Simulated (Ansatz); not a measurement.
Start from `C[O][Al]([F])[SH]` and change one atom or group to get `C[O][Al]([F])[Cl]`.

Ansatz, PBE0-D4/def2-TZVP geometries, multiplicity 1. Each molecule was computed in one conformer, which needn't be the lowest.

```tsv
property	`C[O][Al]([F])[SH]`
LUMO energy (PBE0/def2-TZVPP) / eV	-0.64
LUMO energy (B3LYP/def2-TZVPP) / eV	-0.93
size of the dipole moment (B3LYP/def2-TZVPP) / D	0.98
size of the dipole moment (ωB97M-V/def2-TZVPP) / D	1.01
HOMO energy (PBE0/def2-TZVPP) / eV	-7.87
size of the dipole moment (PBE/def2-TZVPP) / D	0.91
```

What does the change do to each property? (An estimate is asked.)

Computed: 
```json
{"property": "LUMO energy (PBE0/def2-TZVPP) / eV", "`C[O][Al]([F])[Cl]`": "-0.90", "shift": "-0.26"}
{"property": "LUMO energy (B3LYP/def2-TZVPP) / eV", "`C[O][Al]([F])[Cl]`": "-1.21", "shift": "-0.28"}
{"property": "size of the dipole moment (B3LYP/def2-TZVPP) / D", "`C[O][Al]([F])[Cl]`": "2.04", "shift": "1.06"}
{"property": "size of the dipole moment (ωB97M-V/def2-TZVPP) / D", "`C[O][Al]([F])[Cl]`": "2.01", "shift": "1.00"}
{"property": "HOMO energy (PBE0/def2-TZVPP) / eV", "`C[O][Al]([F])[Cl]`": "-8.71", "shift": "-0.84"}
{"property": "size of the dipole moment (PBE/def2-TZVPP) / D", "`C[O][Al]([F])[Cl]`": "1.97", "shift": "1.06"}
```

With PBE0 the HOMO falls by 0.84 eV and the LUMO falls by 0.26 eV, so the gap widens by about 0.58 eV. PBE moves the HOMO by -0.56 eV and ωB97M-V by -1.05 eV. Dipoles are sizes alone; their direction can turn.

B3LYP here is the variant with VWN-RPA as its local correlation; programs differ in this.
